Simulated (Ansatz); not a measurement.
Cartesian coordinates (Å):
```xyz
7

S      1.5836    -0.9890     0.1904
B     -0.0897    -0.3095     0.3130
S     -0.5688     1.4062     0.0068
S     -1.3701    -1.5012     0.7909
H      2.2159     0.1379    -0.1715
H      0.6393     1.9062    -0.2998
H     -2.4101    -0.6505     0.7754
```
Charge 0, multiplicity 1.

The numbers are results of frozen-core CCSD(T)/cc-pVQZ // B3LYP-D3(BJ)/def2-TZVP (Ansatz, a program for electronic structure), not measurements.

- HF energy: -1219.18706 Ha
- MP2 correlation energy: -0.68377 Ha

**Question.** Estimate the CCSD correlation energy, the (T) correction, the total energy and the T1 diagnostic.

**Answer.** 
```yaml
CCSD correlation energy: -0.72940 Ha
"(T) correction": -0.03868 Ha
CCSD(T) total energy: -1219.95513 Ha
T1 diagnostic: 0.013
```
